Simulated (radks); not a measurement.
Valence configurations of the bismuth ion Bi+. All-electron calculation, Dirac Kohn-Sham, PBEsol, spin-unpolarised, spherical densities, finite nucleus; open shells fill j = l - 1/2 first; Fermi nuclear charge, rms radius 5.5211 fm. Program: a radial shooting solver on a logarithmic mesh with Libxc functionals. Energies are relative to [Hg] 6p2; eigenvalues in eV.

valence                     E (eV)  e(4f5/2)  e(4f7/2)  e(5d3/2)  e(5d5/2)  e(6p1/2)
[Hg] 6p2                     0.000   -162.26   -156.76   -35.886   -32.882   -12.597
[Xe] 4f14 5d10 6s1 6p3      11.244   -164.32   -158.83   -37.802   -34.774   -13.641
[Xe] 4f14 5d10 6p4          22.845   -166.29   -160.80   -39.620   -36.567   -14.603
[Xe] 4f14 5d9 6s2 6p3       24.243   -168.78   -163.29   -40.841   -37.701   -14.383
[Xe] 4f13.5 5d10 6s2 6p2.5  75.554   -172.48   -166.91   -39.364   -36.197   -13.566
[Xe] 4f13.5 5d10 6s1 6p3.5  87.377   -174.50   -168.93   -41.231   -38.040   -14.566
[Xe] 4f13 5d10 6s2 6p3      155.84   -182.86   -177.22   -42.885   -39.555   -14.516
[Xe] 4f12.5 5d10 6s2 6p3.5  240.95   -193.40   -187.68   -46.449   -42.955   -15.450
[Xe] 4f11.5 5d10 6s2 6p4.5  425.97   -214.91   -209.03   -53.700   -49.878   -17.286

NIST lists [Hg] 6p2 as the ground configuration; this level of theory agrees among the configurations tried. The energies are those of spherical spin-averaged densities, not of single terms.
